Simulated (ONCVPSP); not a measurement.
## What one change does to a pseudopotential (Cu (Z = 29), ONCV)

Cu, optimised norm-conserving Vanderbilt (ONCV), made with ONCVPSP 4.0.1 (BLYP, scalar-relativistic). Core [Ne], reference 3s2 3p6 3d10 4s1. Waves: 3s+4s: rc 1.40 bohr, ncon 4, nbas 9, qcut 10.7 1/bohr, 2 projectors; 3p: rc 0.90 bohr, ncon 4, nbas 7, qcut 15.8 1/bohr, 1 projector; 3d: rc 1.60 bohr, ncon 5, nbas 9, qcut 7.8 1/bohr, 2 projectors, debl 0.8 Ha; f scattering state at 0.13 Ha: rc 1.55 bohr, ncon 4, nbas 9, qcut 6.2 1/bohr, 2 projectors, debl 3.8 Ha. Local part: polynomial inside 0.65 bohr (lpopt 5, dvloc0 6 Ha). Core correction: none.

Change: all radii scaled by about 1.14 (s 1.60, p 1.02, d 1.82, f 1.76 bohr); local potential polynomial inside 0.74 bohr (lpopt 5, dvloc0 6 Ha).

Cutoffs: the cutoffs (Ha) at which the residual kinetic energy of the hardest occupied pseudo-wave falls to 1 and 0.1 mHa per electron; they do not see the model core or the augmentation charge, which bear on the density cutoff. Errors are all-electron minus pseudo energies relative to the spin-unpolarised reference configuration.

Problem. What does the change do?

Solution. The potential gets softer (96 Ha and 117 Ha → 45 Ha and 81 Ha); of the 3 tests that both files solve, the error grows in 3 and shrinks in 0 by more than 15 % and 0.3 meV (median size 13.3 → 26.5 meV); neither file shows a bound ghost. A larger radius leaves more room for a smooth pseudo-wave, so fewer plane waves are needed. More of the atom is replaced by a form fitted at one configuration, so other configurations suffer.

| quantity | base | changed |
| --- | --- | --- |
| cutoff, loose | 96 Ha | 45 Ha |
| cutoff, tight | 117 Ha | 81 Ha |
| loose cutoff by channel | s 26 Ha, p 65 Ha, d 96 Ha | s 18 Ha, p 45 Ha, d 30 Ha |
| bound ghosts | none | none |
| GHOST(+) flags under 300 eV | f at 118.8 eV | f at 157.1 eV |
| tests with a reliable result | 3 of 4 | 3 of 4 |
| error for 3s2 3p6 3d10 4s0, meV [ΔE 8.28 eV] | +9.8 | +12 |
| error for 3s2 3p6 3d9 4s0, meV [ΔE 29.66 eV] | +13 | +26 |
| error for 3s2 3p6 3d9 4s1 4p1, meV [ΔE 6.76 eV] | +61 | +87 |
